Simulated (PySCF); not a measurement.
A thermochemical cycle for MgHg

PBE in PySCF with def2-SVPD on every atom (core potentials on Hg), for the lowest determinant that a PBE0 search found; no spin–orbit coupling. MgHg, a singlet (closed shell), has De = 0.09 eV to neutral atoms, and MgHg⁺, a doublet (σ ↑), has De = 0.78 eV to Mg⁺ + Hg.

At the same level the Mg atom ionises at 7.64 eV.

Question: What is the adiabatic ionisation energy of the molecule, and does ionisation strengthen or weaken the bond?

Answer: IE = IE(Mg) + De(neutral) − De(ion) = 7.64 + 0.09 − 0.78 = 6.95 eV. De changes by +0.69 eV, so ionisation strengthens the bond.

Closed-shell solutions of metal pairs were not tested for spin polarisation, which can lower them a little. Weak bonds: MgHg. Basis-set superposition, not corrected here, can be much of De in a small basis, most of all at correlated wavefunction levels. Spin–orbit coupling is left out. For an ion De counts to the pair picked by the measured ionisation energies or electron affinities, which need not be the lowest pair at this level. States were picked by a PBE0 search and need not be the measured ground states.
